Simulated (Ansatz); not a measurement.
Reaction (ligand exchange at a Ge–O bond): `[NH2][GeH2][O][GeH2][NH2]` + HCl → `[NH2][GeH2][Cl]` + `[NH2][GeH2][OH]`

Calculated with Ansatz (gas phase, PBE0-D4/def2-TZVP geometries, no zero-point term in ΔE). CCSD(T)/CBS adds triple-zeta CCSD(T) − MP2 to the extrapolated MP2 energy (def2 sets, frozen cores). This one scheme is used for every species. Functionals use def2-TZVPP. For Ge outer-core shells are correlated without core-valence functions, which leaves a few kJ/mol of doubt a bond. Scalar relativity is left out up to krypton. One conformer a species, not always the lowest.

`[NH2][GeH2][O][GeH2][NH2]`:

```xyz
13

N     0.047    0.218   -1.777
Ge    0.168    1.574   -0.536
O     0.762    0.855    0.961
Ge    0.585   -0.872    1.390
N    -1.039   -1.582    0.953
H    -0.700    0.331   -2.448
H     0.900    0.006   -2.274
H    -1.259    2.122   -0.353
H     1.183    2.674   -0.895
H     1.666   -1.658    0.633
H     0.747   -0.913    2.915
H    -1.826   -1.221    1.472
H    -1.233   -1.534   -0.039
```

HCl:

Z-matrix (Å, degrees):
```
Cl
H 1 1.279
```

`[NH2][GeH2][Cl]`:

```xyz
7

N    -0.254    0.301    1.130
Ge    0.241    0.149   -0.613
Cl   -0.155   -1.827   -1.433
H     0.254   -0.293    1.771
H    -1.244    0.201    1.303
H     1.755    0.347   -0.711
H    -0.596    1.122   -1.446
```

`[NH2][GeH2][OH]`:

Z-matrix (Å, degrees):
```
Ge
O 1 1.780
N 1 1.819 2 104.8
H 1 1.538 2 111.2 3 -115.1
H 1 1.549 2 106.5 3 123.0
H 2 0.959 1 112.2 3 -147.4
H 3 1.009 1 115.8 2 -150.0
H 3 1.009 1 117.0 2 77.3
```

| species | r2SCAN-D4 energy (Eh) |
| --- | --- |
| `[NH2][GeH2][O][GeH2][NH2]` | -4343.59074 |
| HCl | -460.78592 |
| `[NH2][GeH2][Cl]` | -2594.38671 |
| `[NH2][GeH2][OH]` | -2210.00169 |

Q: Work out ΔE.

A: ΔE = (-2594.38671) + (-2210.00169) − (-4343.59074) − (-460.78592) = -0.01174 Eh = -30.8 kJ/mol. CCSD(T)/CBS gives -24.3 kJ/mol.

Largest T1 diagnostic among the species: 0.012.

In def2-TZVPP, CCSD(T) changes the Hartree–Fock value by +17.0 kJ/mol (the triples alone add +2.4 kJ/mol) and MP2 by +15.1 kJ/mol. The D4 term adds +10.6 kJ/mol with B3LYP and +6.3 kJ/mol with PBE0; it sums over pairs of atoms, weighted by their polarisabilities, and B3LYP, whose exchange is more repulsive, gets the larger term.

B3LYP here is the variant with VWN-RPA as its local correlation; programs differ in this.
